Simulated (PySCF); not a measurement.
Ligands exchanged one at a time, Ga Br-OH. All species are isolated molecules in the gas phase. One relaxed conformer stands for each flexible species; it need not be the lowest. Strings in code marks are SMILES.

The LUMO from two functionals at the same geometries (B3LYP-D3(BJ)/def2-TZVP), both in PySCF: PBE-D3(BJ)/def2-TZVP and B3LYP-D3(BJ)/def2-TZVP. B3LYP has the VWN-RPA correlation part, as in Gaussian. 

```
species                                            B3LYP-D3(BJ)/def2-TZVP (eV)
-------------------------------------------------  ---------------------------
0 of 3 Br replaced by OH (`[Ga]([Br])([Br])[Br]`)                        -2.68
1 of 3 Br replaced by OH                                                 -2.22
2 of 3 Br replaced by OH                                                 -1.76
3 of 3 Br replaced by OH (`[OH][Ga]([OH])[OH]`)                          -1.35
```

Task: What does PBE-D3(BJ)/def2-TZVP give for each?

Result: 
- 0 of 3 Br replaced by OH (`[Ga]([Br])([Br])[Br]`): -3.24
- 1 of 3 Br replaced by OH: -2.80
- 2 of 3 Br replaced by OH: -2.34
- 3 of 3 Br replaced by OH (`[OH][Ga]([OH])[OH]`): -1.91
Over these rows, drawn at random from the members with no instability flagged (it was tested for open shells, ions and some series alone), PBE minus B3LYP-D3(BJ): mean -0.57 eV, from -0.58 eV to -0.56 eV.
